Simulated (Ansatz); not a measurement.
Reactions of H7HfN3O (`[NH2][Hf]([NH2])([NH2])[OH]`).

Calculated with Ansatz (gas phase, PBE0-D4/def2-TZVP geometries, no zero-point term in ΔE). CCSD(T)/CBS is the MP2 limit (def2-TZVPP, def2-QZVPP) plus CCSD(T) − MP2 in def2-TZVPP, frozen cores. This one scheme is used for every species. DFT in def2-TZVPP. Elements past krypton have def2 core potentials. For Hf outer-core shells are correlated without core-valence functions, which leaves a few kJ/mol of doubt a bond. Each species was taken in one conformer, which may not be the lowest.

```tsv
reaction	PBE0-D4 (kcal/mol)
`[NH2][Hf]([NH2])([NH2])[OH]` + H–F → `[NH2][Hf]([NH2])([OH])[F]` + NH₃	-29.9
`[NH2][Hf]([NH2])([NH2])[OH]` + H–F → `[NH2][Hf]([NH2])([NH2])[F]` + H₂O	-14.0
`[NH2][Hf]([NH2])([NH2])[OH]` + NH₃ → `[NH2][Hf]([NH2])([NH2])[NH2]` + H₂O	16.8
`[NH2][Hf]([NH2])([NH2])[OH]` + HCl → `[NH2][Hf]([NH2])([OH])[Cl]` + NH₃	-28.6
`[NH2][Hf]([NH2])([NH2])[OH]` + H₂O → `[NH2][Hf]([NH2])([OH])[OH]` + NH₃	-16.1
```

(1) Give the CCSD(T)/CBS values in the same order. (Best estimate.)

Largest T1 diagnostic: 0.015, for `[NH2][Hf]([NH2])([OH])[F]`.

Answers

(1) Ansatz gave: -28.1, -12.5, 16.6, -27.1, -15.7 kcal/mol.
